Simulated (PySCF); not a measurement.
MoCl4: what the settings change

The complex MoCl4 (charge 0) contains Mo(IV), shell d2. The structure is a PBE0-D3(BJ)/def2-TZVP geometry optimised for multiplicity 3; coordination tetrahedral, point group Td, metal–donor distances 2.22 Å.

The d shell alone is too small an active space for MoCl4 (an active orbital has only 0.63 squared overlap with the free ion's shell): its levels, fitted parameters, g values and moments show what this model gives and aren't sound predictions.

```
5

Mo    0.000    0.000    0.000
Cl    1.282    1.282    1.282
Cl    1.282   -1.282   -1.282
Cl   -1.282   -1.282    1.282
Cl   -1.282    1.282   -1.282
```

Method (PySCF 2.14, density fitting): CASSCF(2,5) with orbitals averaged over all microstates of the shell, strongly contracted NEVPT2 on the averaged canonical orbitals; basis x2c-TZVPall on the metal, x2c-SVPall elsewhere; spin-free X2C; gas phase; spin-orbit coupling by state interaction with the mean-field operator over all roots.

Base run: NEVPT2 ground state 3A2, next 1E at 7751, then 3T2 at 12146 cm⁻¹, 10Dq(CASSCF) 11007, B(CASSCF) 536, ζ 544 cm⁻¹, g 1.865 1.865 1.865, μeff(300 K) 2.67 μB.

Problem. What happens with the basis x2c-TZVPall on all atoms?

Solution. NEVPT2 ground state 3A2, next 1E at 7626, then 3T2 at 11723 cm⁻¹, 10Dq(CASSCF) 10968, B(CASSCF) 533, ζ 541 cm⁻¹, g 1.860 1.860 1.860, μeff(300 K) 2.66 μB. It took 22 s against 12 s on a shared host of the same kind.

Problem. What happens with orbitals averaged over the highest spin alone?

Solution. NEVPT2 ground state 3A2, next 1E at 7792, then 3T2 at 12148 cm⁻¹, 10Dq(CASSCF) 11032, B(CASSCF) 542, ζ 551 cm⁻¹, g 1.862 1.862 1.862, μeff(300 K) 2.67 μB.

No frequencies were computed for the optimised geometry. Charge-transfer states lie outside this active space and may come lower than some of these levels. NEVPT2 on the d shell alone tends to put d–d bands too high for such charged or covalently bound ions.
